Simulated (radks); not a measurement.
Valence configurations of Zr+ (all share [Kr]). All-electron calculation, non-relativistic Kohn-Sham, SCAN, spin-polarised, spherical densities, point nucleus; open shells are filled with parallel spins first (spin-orbit coupling, left out, can overturn this in heavy ions); meta-GGA in the generalised Kohn-Sham scheme; relativity is left out, which matters for an element this heavy. Program: a radial shooting solver on a logarithmic mesh with Libxc functionals. Energies are relative to 4d2 5s1; eigenvalues in eV for spin up.

[
 {"valence": "4d3", "E (eV)": "-0.212", "moment (Bohr magnetons)": "3", "e(4d)": "-8.913", "e(5p)": "-", "e(5s)": "-"},
 {"valence": "4d2.5 5s0.5", "E (eV)": "-0.132", "moment (Bohr magnetons)": "3", "e(4d)": "-9.961", "e(5p)": "-", "e(5s)": "-9.745"},
 {"valence": "4d2 5s1", "E (eV)": "0.000", "moment (Bohr magnetons)": "3", "e(4d)": "-11.023", "e(5p)": "-", "e(5s)": "-10.484"},
 {"valence": "4d2 5s0.5 5p0.5", "E (eV)": "1.961", "moment (Bohr magnetons)": "3", "e(4d)": "-11.399", "e(5p)": "-6.974", "e(5s)": "-10.816"},
 {"valence": "4d1.5 5s1 5p0.5", "E (eV)": "2.378", "moment (Bohr magnetons)": "3", "e(4d)": "-12.471", "e(5p)": "-7.390", "e(5s)": "-11.376"},
 {"valence": "4d2 5p1", "E (eV)": "3.828", "moment (Bohr magnetons)": "3", "e(4d)": "-11.788", "e(5p)": "-7.192", "e(5s)": "-"},
 {"valence": "4d1 5s1.5 5p0.5", "E (eV)": "4.203", "moment (Bohr magnetons)": "2", "e(4d)": "-13.456", "e(5p)": "-7.715", "e(5s)": "-11.795"},
 {"valence": "4d1 5s1 5p1", "E (eV)": "5.069", "moment (Bohr magnetons)": "3", "e(4d)": "-13.870", "e(5p)": "-8.152", "e(5s)": "-12.296"}
]

NIST lists [Kr] 4d2 5s1 as the ground configuration; this level of theory puts 4d3 lower, by 0.212 eV. The energies are those of spherical high-spin densities, not of single terms. No valid solution was reached for [Kr] 4d1 5s2; [Kr] 5s2 5p1. Relativity is left out, which favours d and f over s occupation in heavy atoms.
